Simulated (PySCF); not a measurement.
C4H7O2, SMILES [CH]1COCCO1, multiplicity 2. The structure is a stationary point at PBE-D3(BJ)/def2-SVP. The isomer is the one that the SMILES or the coordinates give; other isomers of the formula were not compared. One conformer was computed; it need not be the lowest.

**Question.** Give the equilibrium geometry at PBE-D3(BJ)/def2-SVP (PySCF confirms it by a frequency run) as Cartesian coordinates in Å. (Estimate from the structure and the level; the computed values follow.)

**Answer.** One answer among several that fit: 
```xyz
13

C      0.5844     1.2719     0.1068
C      1.3995     0.0468    -0.1710
O      0.6347    -0.9996    -0.7614
C     -0.5216    -1.2447     0.0184
C     -1.3921     0.0042     0.0865
O     -0.6676     1.1136     0.6344
H      1.0716     2.1960     0.4577
H      1.8647    -0.3427     0.7829
H      2.2352     0.2852    -0.8607
H     -1.0781    -2.0764    -0.4600
H     -0.2402    -1.5631     1.0550
H     -1.7354     0.2687    -0.9398
H     -2.2763    -0.1482     0.7371
```
Charge 0, spin multiplicity 2.
